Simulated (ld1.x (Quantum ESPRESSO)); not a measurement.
# Building the PAW potential for Ir (PBE, scalar-relativistic).

ld1.x (Quantum ESPRESSO) 7.5 was run on this input:

```
&input
   title='Ir', zed=77., rel=1, dft='PBE', iswitch=3,
   config='[Xe] 4f14 5d7 5f-2 6s1 6p0',
   nld=4, rlderiv=2.15, eminld=-10.0, emaxld=5.0, deld=0.04
 /
 &inputp
   pseudotype=3, lpaw=.true., tm=.true., lloc=-1, rcloc=1.40,
   nlcc=.true., new_core_ps=.true.,
   which_augfun='BESSEL', rmatch_augfun=1.35,
   file_pseudopw='Ir.UPF', file_wfcaegen='ae.wfc', file_wfcncgen='nc.wfc', file_beta='beta', file_chi='chi', file_wfcusgen='us.wfc'
 /
8
5S  1  0   2.00   0.00  1.35  1.80  0.0
6S  2  0   1.00   0.00  1.35  1.80  0.0
5P  2  1   6.00   0.00  1.50  1.95  0.0
6P  3  1   0.00   0.00  1.50  1.95  0.0
5D  3  2   7.00   0.00  1.35  1.45  0.0
5D  3  2   0.00   2.50  1.35  1.45  0.0
5F  4  3  -2.00   0.10  1.50  1.65  0.0
5F  4  3  -2.00   0.75  1.50  1.65  0.0
 &test
   configts(1)='5s2 5p6 5d7 6s1 6p0'
 /
```

Command:

```bash
ld1.x < Ir.in > Ir.out
```

Resulting log (shortened: banner, matrices, multipoles, cross overlaps and the repeated all-electron block are left out):

```
Program LD1 v.7.5
     --------------------------- All-electron run ----------------------------

     Ir
     scalar relativistic calculation

     atomic number is 77.00
     dft =PBE   lsd =0 sic =0 latt =0  beta=0.20 tr2=1.0E-14
     Exchange-correlation= PBE
                           (   1   4   3   4   0   0   0)
     mesh =1277 r(mesh) = 100.10249 a.u. xmin = -7.00 dx = 0.01250
     1 Ry =  13.60569312 eV, c = 137.03599908

     n l     nl                  e(Ry)          e(Ha)          e(eV)
     1 0     1S 1( 2.00)     -5596.7088     -2798.3544    -76147.1022
     2 0     2S 1( 2.00)      -979.5403      -489.7702    -13327.3250
     2 1     2P 1( 6.00)      -850.9321      -425.4660    -11577.5210
     3 0     3S 1( 2.00)      -229.5751      -114.7875     -3123.5279
     3 1     3P 1( 6.00)      -191.9766       -95.9883     -2611.9750
     4 0     4S 1( 2.00)       -49.4565       -24.7282      -672.8898
     4 1     4P 1( 6.00)       -37.1280       -18.5640      -505.1524
     3 2     3D 1(10.00)      -150.6297       -75.3149     -2049.4218
     5 0     5S 1( 2.00)        -7.8130        -3.9065      -106.3018
     5 1     5P 1( 6.00)        -4.6338        -2.3169       -63.0455
     4 2     4D 1(10.00)       -21.9968       -10.9984      -299.2812
     4 3     4F 1(14.00)        -5.1806        -2.5903       -70.4862
     5 2     5D 1( 7.00)        -1.1262        -0.5631       -15.3231
     6 0     6S 1( 1.00)        -0.9971        -0.4986       -13.5662
     6 1     6P 1( 0.00)        -0.5298        -0.2649        -7.2080

     final scf error:  8.8E-16 reached in  29 iterations

     Etot =  -35654.382617 Ry,  -17827.191308 Ha, -485102.588375 eV

     Ekin =   39650.162685 Ry,   19825.081343 Ha,  539467.945774 eV
     Encl =  -88438.840575 Ry,  -44219.420288 Ha,-1203271.725019 eV
     Eh   =   13825.957305 Ry,    6912.978652 Ha,  188111.732217 eV
     Exc  =    -691.662032 Ry,    -345.831016 Ha,   -9410.541348 eV

     normalization and overlap integrals

     s(1S/1S) =  1.000000  <r> =   0.0174  <r2> =    0.0004  r(max) =   0.0108
     s(2S/2S) =  1.000000  <r> =   0.0736  <r2> =    0.0064  r(max) =   0.0620
     s(2P/2P) =  1.000000  <r> =   0.0662  <r2> =    0.0054  r(max) =   0.0514
     s(3S/3S) =  1.000000  <r> =   0.1904  <r2> =    0.0415  r(max) =   0.1749
     s(3P/3P) =  1.000000  <r> =   0.1913  <r2> =    0.0424  r(max) =   0.1749
     s(4S/4S) =  1.000000  <r> =   0.4233  <r2> =    0.2022  r(max) =   0.3990
     s(4P/4P) =  1.000000  <r> =   0.4505  <r2> =    0.2307  r(max) =   0.4195
     s(3D/3D) =  1.000000  <r> =   0.1733  <r2> =    0.0352  r(max) =   0.1414
     s(5S/5S) =  1.000000  <r> =   0.9780  <r2> =    1.0736  r(max) =   0.8880
     s(5P/5P) =  1.000000  <r> =   1.1339  <r2> =    1.4552  r(max) =   1.0062
     s(4D/4D) =  1.000000  <r> =   0.4784  <r2> =    0.2647  r(max) =   0.4247
     s(4F/4F) =  1.000000  <r> =   0.5352  <r2> =    0.3511  r(max) =   0.3940
     s(5D/5D) =  1.000000  <r> =   1.6699  <r2> =    3.3083  r(max) =   1.2920
     s(6S/6S) =  1.000000  <r> =   2.7039  <r2> =    8.2696  r(max) =   2.3249
     s(6P/6P) =  1.000000  <r> =   3.6488  <r2> =   15.1558  r(max) =   3.0609

     ------------------------ End of All-electron run ------------------------

     --------------------- Generating PAW atomic setup --------------------

      Generating local potential from pseudized AE potential:
      Matching radius rcloc =   1.4000

      Local pseudo, rcloc= 1.393 Estimated cut-off energy=    12.79 Ry

      Computing core charge for nlcc:

       r > 0.77 : true rho core
      Core charge pseudized with two Bessel functions
      Integrated core pseudo-charge :  31.08
      Wfc-us  5S rcutus= 1.788  Estimated cut-off energy=    17.98 Ry
      Wfc-us  6S rcutus= 1.788  Estimated cut-off energy=    36.59 Ry
      Wfc-us  5P rcutus= 1.927  Estimated cut-off energy=    23.44 Ry
      Wfc-us  6P rcutus= 1.927  Estimated cut-off energy=    43.75 Ry
      Wfc-us  5D rcutus= 1.464  Estimated cut-off energy=    52.53 Ry
      Wfc-us  5D rcutus= 1.464  Estimated cut-off energy=    64.67 Ry
      Wfc-us  5F rcutus= 1.659  Estimated cut-off energy=    51.84 Ry
      Wfc-us  5F rcutus= 1.659  Estimated cut-off energy=    52.48 Ry

     Required augmentation: BESSEL   radius:    1.350000
     Suggested rho cutoff for augmentation:  83.80 Ry

     Estimated PAW energy = -872.369822 Ryd

     ------------------- End of pseudopotential generation -------------------

     Computing logarithmic derivative in   2.14355
     Computing logarithmic derivative in   2.14355
     Computing the partial wave expansion
     R is outside the sphere for l=    0 j= 0.00
     R is outside the sphere for l=    0 j= 0.00
     R is outside the sphere for l=    1 j= 0.00
     R is outside the sphere for l=    1 j= 0.00
     R is outside the sphere for l=    2 j= 0.00
     R is outside the sphere for l=    2 j= 0.00
     R is outside the sphere for l=    3 j= 0.00
     R is outside the sphere for l=    3 j= 0.00

     ---------------------- Testing the pseudopotential ----------------------

     Ir
     scalar relativistic calculation

     atomic number is 77.00   valence charge is 17.00
     dft = SLA  PW   PBX  PBC   lsd =0 sic =0 latt =0  beta=0.20 tr2=1.0E-14
     mesh =1277 r(mesh) = 100.10249 xmin = -7.00 dx = 0.01250

     n l     nl             e AE (Ry)        e PS (Ry)    De AE-PS (Ry)
     1 0     5S   1( 2.00)       -7.81304       -7.81299       -0.00005
     2 1     5P   1( 6.00)       -4.63376       -4.63371       -0.00005
     3 2     5D   1( 7.00)       -1.12623       -1.12621       -0.00002
     2 0     6S   1( 1.00)       -0.99710       -0.99710        0.00000
     3 1     6P   1( 0.00)       -0.52978       -0.52977       -0.00000

     eps = 8.1E-17  iter =  6

     Etot =  -35654.382617 Ry,  -17827.191308 Ha, -485102.588375 eV
     Etotps =  -872.369839 Ry,    -436.184920 Ha,  -11869.196324 eV

     Ekin =     366.827494 Ry,     183.413747 Ha,    4990.942306 eV
     Encl =    -711.038886 Ry,    -355.519443 Ha,   -9674.176881 eV
     Ehrt =     163.503738 Ry,      81.751869 Ha,    2224.581682 eV
     Ecxc =    -691.662185 Ry,    -345.831092 Ha,   -9410.543431 eV
     (Ecc =    -132.707992 Ry,     -66.353996 Ha,   -1805.584219 eV)

     ---------------------- End of pseudopotential test ----------------------
```

The ghost test of this file was not conclusive. Its overlap operator is not positive definite in a basis up to 400 Ry (lowest eigenvalue p -0.15), so the file is unfit for use: the generalised eigenproblem breaks down once the basis is large enough, and its test numbers describe a broken file.

Generation and configuration tests took about 2.3 s on one core of a shared server CPU.
